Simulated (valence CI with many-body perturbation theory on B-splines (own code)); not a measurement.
# Br XV in brief

Computed by valence CI with perturbative core correlation (CI+MBPT): three valence electrons over a frozen Dirac-Fock core [Ar], radial functions for each j: 7 s, 7 p, 8 d, 6 f, 4 g, 1 h, with the one-electron correlation potential Σ1, the two-electron term Σ2, the three-electron term Σ3, Breit, model QED; selected CI, second order for the rest, scaled by the run's own slope (own B-spline code, finite nucleus).

No measured levels were compared; by estimate terms of the open shell hold to 2 to 4 % of their energy, and close levels can change places. The list stops below the first excitations out of the core. Only levels of the ground parity were solved; by the run's estimate the other parity begins above the list, which can be wrong where configurations are misplaced.

Rates and lifetimes use the calculated energies. Strong lines usually hold to 10 to 20 %, long lifetimes can be off by a factor of two.

(1) What is the ground level?

(2) What is the ionisation energy?

(3) How is the term ⁴F of the ground level split?

(4) How well does LS coupling describe the low levels?

Results:

(1) 3d³ ⁴F_3/2, composition 97 % 3d³ ⁴F + 3 % 3d³ ²D, g = 0.409.

(2) 482.26 eV; NIST lists 481 ± 3 eV (theoretical).

(3) J = 3/2 at 0.0, J = 5/2 at 4858, J = 7/2 at 10454, J = 9/2 at 16246 cm⁻¹.

(4) Among the lowest 19 levels the leading LS term, summed over configurations, holds 89 % on average. For single configurations the figures are 89 % in LS and 68 % in jj coupling. Terms mix most in the J = 3/2 level at 58121 cm⁻¹, where the leading one holds 55 %.
